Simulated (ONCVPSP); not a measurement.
zirconium: one change to an ONCV potential, before and after

| Quantity | Value |
| --- | --- |
| Element | Zr (Z = 40) |
| Generator | ONCVPSP 4.0.1 |
| Type | optimised norm-conserving Vanderbilt (ONCV) |
| Functional | LDA (Perdew-Wang 92) |
| Relativity | fully relativistic |
| Frozen core | [Ar] 3d10 |
| Valence charge | 12 |
| Reference configuration | 4s2 4p6 4d2 5s1.5 (charge +0.5) |
| Partial waves | 4s+5s: rc 2.25 bohr, ncon 5, nbas 9, qcut 6.7 1/bohr, 2 projectors; 4p: rc 1.35 bohr, ncon 4, nbas 9, qcut 5.8 1/bohr, 1 projector; 4d: rc 3.10 bohr, ncon 4, nbas 9, qcut 4.8 1/bohr, 2 projectors, debl 0.4 Ha; f scattering state at 0.28 Ha: rc 2.35 bohr, ncon 4, nbas 8, qcut 5.2 1/bohr, 2 projectors, debl 0.4 Ha |
| Local potential | polynomial inside 1.30 bohr (lpopt 3, dvloc0 1 Ha) |
| Core correction | none |

Open shells are filled in proportion to 2j + 1.

All-electron outer shells of the reference configuration (LDA (PZ), scalar-relativistic, ld1.x):

| shell | level (eV) | outermost node (bohr) | outermost maximum (bohr) |
| --- | --- | --- | --- |
| 3d | -178.17 | – | 0.35 |
| 4s | -57.74 | 0.55 | 1.08 |
| 4p | -35.72 | 0.56 | 1.17 |
| 5s | -7.32 | 1.46 | 3.04 |
| 4d | -6.83 | 0.58 | 1.61 |

Change: d: qcut 6.

Cutoffs: the cutoffs (Ha) at which the residual kinetic energy of the hardest occupied pseudo-wave falls to 1 and 0.1 mHa per electron; they do not see the model core or the augmentation charge, which bear on the density cutoff. Errors are all-electron minus pseudo energies relative to the spin-unpolarised reference configuration.

How do hardness, ghosts and transferability respond?

The potential gets neither clearly harder nor softer (37 Ha and 140 Ha → 37 Ha and 140 Ha); the p channel sets the loose cutoff, while the largest relative change is in d, which becomes harder; of the 4 tests that both files solve, the error grows in 0 and shrinks in 2 by more than 15 % and 0.3 meV (median size 2.0 → 1.2 meV); neither file shows a bound ghost.

```csv
quantity,base,changed
"cutoff, loose",37 Ha,37 Ha
"cutoff, tight",140 Ha,140 Ha
loose cutoff by channel,"s 14 Ha, p 37 Ha, d 8.4 Ha","s 14 Ha, p 37 Ha, d 10 Ha"
bound ghosts,none,none
GHOST(+) flags under 300 eV,none,none
"error for 4s2 4p6 4d2 5s2, meV [ΔE -2.97 eV]",0.0,0.0
"error for 4s2 4p6 4d2 5s1, meV [ΔE 4.38 eV]",-0.2,-0.1
"error for 4s2 4p6 4d2 5s0, meV [ΔE 17.61 eV]",-3.8,-2.2
"error for 4s2 4p6 4d1 5s0, meV [ΔE 40.43 eV]",+72,+36
s: phases at 2.28 bohr within 0.05 rad from the reference energy up to (Ha; the scan ends near 5),4.1,4.1
p3/2: phases at 1.37 bohr within 0.05 rad from the reference energy up to (Ha; the scan ends near 5),2.7,2.7
p1/2: phases at 1.37 bohr within 0.05 rad from the reference energy up to (Ha; the scan ends near 5),2.7,2.7
d5/2: phases at 3.15 bohr within 0.05 rad from the reference energy up to (Ha; the scan ends near 5),2.3,2.6
d3/2: phases at 3.15 bohr within 0.05 rad from the reference energy up to (Ha; the scan ends near 5),2.3,2.6
f7/2: phases at 2.39 bohr within 0.05 rad from the reference energy up to (Ha; the scan ends near 5),2.7,2.7
f5/2: phases at 2.39 bohr within 0.05 rad from the reference energy up to (Ha; the scan ends near 5),2.7,2.7
```
